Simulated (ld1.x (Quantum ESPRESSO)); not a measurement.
neon (Ne): one change to an RRKJ potential, before and after

ld1.x (Quantum ESPRESSO) 7.5 input, shortened:

```
&input
   title='Ne', zed=10., rel=1, dft='BLYP', iswitch=3,
   config='[He] 2s2 2p6'
 /
 &inputp
   pseudotype=2, tm=.false., rho0=0.02, lloc=0,
   nlcc=.true., new_core_ps=.true., rcore=0.50
 /
2
2P  2  1   6.00   0.00  0.85  0.85  0.0
2S  1  0   2.00   0.00  0.70  0.70  0.0
 &test
   configts(1)='2s2 2p6'
 /
```

Change: wave 2p (bound): rc 0.85 bohr becomes 2p (bound): rc 1.12 bohr.

Cutoffs: the cutoffs (Ry, on a coarse ladder) from which the occupation-weighted sum of valence levels, in a spherical-Bessel basis at the reference potential, stays within 10 and 1 mRy of its value at 400 Ry; they do not see the model core or the augmentation charge, which bear on the density cutoff. Errors are all-electron minus pseudo energies relative to the spin-unpolarised reference configuration.

Q: How do hardness, ghosts and transferability respond?

A: The potential gets neither clearly harder nor softer (200 Ry and 300 Ry → 180 Ry and 300 Ry); the s channel sets the loose cutoff, while the largest relative change is in p, which becomes softer; of the 6 tests that both files solve, the error grows in 5 and shrinks in 0 by more than 15 % and 0.3 meV (median size 14.0 → 77.8 meV); neither file shows a bound ghost. More of the atom is replaced by a form fitted at one configuration, so other configurations suffer.

| quantity | base | changed |
| --- | --- | --- |
| cutoff, loose | 200 Ry | 180 Ry |
| cutoff, tight | 300 Ry | 300 Ry |
| loose cutoff by channel (10 mRy a level) | p 140 Ry, s 110 Ry | p 90 Ry, s 110 Ry |
| bound ghosts | none | none |
| error for 2s2 2p5, meV [ΔE 22.50 eV] | +0.3 | +9.3 |
| error for 2s2 2p4, meV [ΔE 65.79 eV] | +25 | +117 |
| error for 2s2 2p3, meV [ΔE 133.27 eV] | +143 | +541 |
| error for 2s2 2p5.5, meV [ΔE 8.88 eV] | -0.7 | +0.4 |
| error for 2s2 2p2, meV [ΔE 228.00 eV] | +496 | +1666 |
| error for 2s1 2p6, meV [ΔE 45.75 eV] | +2.7 | -39 |
